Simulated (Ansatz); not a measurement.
**Match the barriers**

Saddle point of BH₃BrClO₂, singlet (BH₂ClO₂ ([OH][B]([OH])[Cl]) + HBr → BH₂BrO₂ ([OH][B]([OH])[Br]) + HCl; bonds formed: B1–Br6, Cl2–H5; bonds broken: B1–Cl2, H5–Br6), PBE0-D4/def2-TZVP structure:

```xyz
8
angstrom
B -0.0710 -0.4822 0.0998
Cl 0.6263 0.6164 -1.6020
O 0.9293 -1.1731 0.6662
O -1.2788 -1.0147 -0.1372
H 0.2789 1.5532 -0.4601
Br -0.3045 1.6110 1.1576
H 1.7421 -0.6856 0.8083
H -1.9222 -0.4248 -0.5326
```

Computed with Ansatz 0.2.0 (basis: def2-TZVPP, with def2-QZVPP for the basis limit); correlated methods freeze the cores. Filled d shells of the heavier atoms are correlated. The def2 sets are not built for correlating such inner shells, so the correlated values are less sure here. Extrapolation: Hartree–Fock as exp(−7.88 √X), correlation as X^−2.97. Four methods, as single points on the PBE0-D4 structures, gave these electronic barriers from the start structure: 64.8, 109.7, 137.1, 197.7 kJ/mol.

Problem. The methods were, in alphabetical order, CCSD(T), HF, PBE0-D4, SPW92. Which gave which? (Judge from chemistry; the calculation decides.)

Solution. Computed: SPW92 64.8; PBE0-D4 109.7; CCSD(T) 137.1; HF 197.7 kJ/mol. For comparison, CCSD(T) at an estimated basis limit (MP2 extrapolated from triple and quadruple zeta, plus CCSD(T) − MP2 in triple zeta) gives 131.0 kJ/mol.

The T1 diagnostic stays at or below 0.011.

Labels in which every atom is bracketed show which atoms are joined, not bond orders.

For scale, one of the runs: CCSD(T)/def2-TZVPP, 225 basis functions, launched by `ansatz run in.yaml --threads 8 --pin off --events-out ev --progress --plain --max-ram 19148MiB`. Time: 20 s of wall clock on 8 CPU threads of an Intel Xeon 6975P-C; the host was shared. Peak host memory: 4.2 GiB.
